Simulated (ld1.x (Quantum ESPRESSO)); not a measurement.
Building the PAW potential for hafnium (Hf) (PBE, scalar-relativistic).

- Element: Hf
- Generator: ld1.x (Quantum ESPRESSO) 7.5
- Type: PAW
- Functional: PBE
- Relativity: scalar-relativistic
- Frozen core: [Kr] 4d10 4f14 5s2
- Valence charge: 10
- Reference configuration: 5p6 5d2 6s1.5 6p0 (charge +0.5)
- Partial waves: 6s (bound): rcut 2.95, rcutus 3.30 bohr; 6s channel at -0.1 Ry: rcut 2.95, rcutus 3.30 bohr; 5p (bound): rcut 1.95, rcutus 2.30 bohr; 6p (bound, empty): rcut 1.95, rcutus 2.30 bohr; 5d (bound): rcut 2.60, rcutus 2.80 bohr; 5d channel at 1 Ry: rcut 2.60, rcutus 2.80 bohr
- Local potential: all-electron potential smoothed inside 2.50 bohr (lloc = -1)
- Core correction: Bessel-smoothed model core inside 1.35 bohr
- Augmentation charge: PSQ, inside the norm-conserving radii

* Cutoffs needed: 15 Ry and 25 Ry (the cutoffs (Ry, on a coarse ladder) from which the occupation-weighted sum of valence levels, in a spherical-Bessel basis at the reference potential, stays within 10 and 1 mRy of its value at 400 Ry)
* Ghost test: no extra level below or beside the all-electron valence levels (s, p, d, f tested) (spherical-Bessel basis up to 400 Ry, 20 bohr box)
* Largest excitation error: -85 meV (all-electron minus pseudo) for 5p6 5d1 6s0 6p0, out of 7 test configurations
* Lowest eigenvalue of the overlap operator: 0.10 (p channel)
* Density cutoff estimated by the generator: 87 Ry
